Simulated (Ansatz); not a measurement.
One change: `[NH2][Zr]([NH2])([F])[Cl]` becomes `[NH2][Zr]([F])([Cl])[I]`.

Ansatz, PBE0-D4/def2-TZVP geometries, multiplicity 1. Each molecule was computed in one conformer, which needn't be the lowest.

Elements past krypton have def2 core potentials.  Spin–orbit coupling is left out; it splits and shifts lone-pair levels of the heavy atoms by tenths of an eV.

```csv
property,`[NH2][Zr]([NH2])([F])[Cl]`
HOMO–LUMO gap (PBE0/def2-TZVPP) / eV,6.79
HOMO energy (PBE/def2-TZVPP) / eV,-6.31
HOMO energy (ωB97M-V/def2-TZVPP) / eV,-10.04
LUMO energy (PBE/def2-TZVPP) / eV,-1.80
LUMO energy (PBE0/def2-TZVPP) / eV,-0.92
HOMO–LUMO gap (PBE/def2-TZVPP) / eV,4.51
```

Question: Give the same properties after the change, and the shifts. (Estimate.)

Answer: Ansatz gave: 
```json
{"property": "HOMO–LUMO gap (PBE0/def2-TZVPP) / eV", "`[NH2][Zr]([F])([Cl])[I]`": "5.72", "shift": "-1.07"}
{"property": "HOMO energy (PBE/def2-TZVPP) / eV", "`[NH2][Zr]([F])([Cl])[I]`": "-6.56", "shift": "-0.25"}
{"property": "HOMO energy (ωB97M-V/def2-TZVPP) / eV", "`[NH2][Zr]([F])([Cl])[I]`": "-9.80", "shift": "0.24"}
{"property": "LUMO energy (PBE/def2-TZVPP) / eV", "`[NH2][Zr]([F])([Cl])[I]`": "-2.81", "shift": "-1.01"}
{"property": "LUMO energy (PBE0/def2-TZVPP) / eV", "`[NH2][Zr]([F])([Cl])[I]`": "-2.01", "shift": "-1.09"}
{"property": "HOMO–LUMO gap (PBE/def2-TZVPP) / eV", "`[NH2][Zr]([F])([Cl])[I]`": "3.75", "shift": "-0.76"}
```

The zero-point energy changes by -62.6 kJ/mol with -6 modes.

Positive LUMOs are unbound, so they and the gaps depend on the basis.
